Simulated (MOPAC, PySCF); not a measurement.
C2H6Si, SMILES `C(=[SiH2])C`, neutral singlet in the gas phase. 

Cartesian coordinates (Å):
SMILES: [SiH2]=CC
```xyz
9

C     -1.2909    -0.0693     0.3179
C      0.1125    -0.4567    -0.0156
Si     1.5483     0.3549     0.4246
H     -1.7976    -0.8613     0.8802
H     -1.8821     0.0975    -0.5894
H     -1.3388     0.8433     0.9159
H      0.2273    -1.3621    -0.6088
H      2.8803    -0.1430     0.0233
H      1.5416     1.5966     1.2295
```
Charge 0, multiplicity 1.

All levels are single points at this geometry (PBE0-D3(BJ)/def2-TZVP); Pople sets use spherical d functions. Orbital energies aren't observables, and empty levels follow the basis.

| level | HOMO (eV) | LUMO (eV) | gap (eV) | dipole (D) | vertical IE, Delta-SCF (eV) |
|---|---|---|---|---|---|
| PBE-D3(BJ)/def2-TZVP in PySCF | -5.24 | -1.85 | 3.39 | 0.15 | 8.26 |
| PBE0-D3(BJ)/def2-TZVP in PySCF | -6.16 | -1.03 | 5.13 | 0.20 | 8.17 |
| ωB97X-D3(BJ)/def2-TZVP in PySCF | -8.37 | 0.95 | 9.31 | 0.38 | 8.22 |
| B3LYP/6-31G* in PySCF | -5.81 | -0.83 | 4.98 | 0.19 | 8.16 |
| B3LYP/LANL2DZ in PySCF | -5.99 | -0.97 | 5.02 | 0.27 | – |
| BP86/6-31G* in PySCF | -5.18 | -1.60 | 3.58 | 0.35 | – |
| HF/3-21G in PySCF | -8.07 | 2.69 | 10.76 | 0.15 | – |
| HF/6-31G* in PySCF | -7.98 | 2.60 | 10.58 | 0.24 | 6.83 |
| PM6 in MOPAC | -7.77 | -0.44 | 7.33 | 1.83 | – |
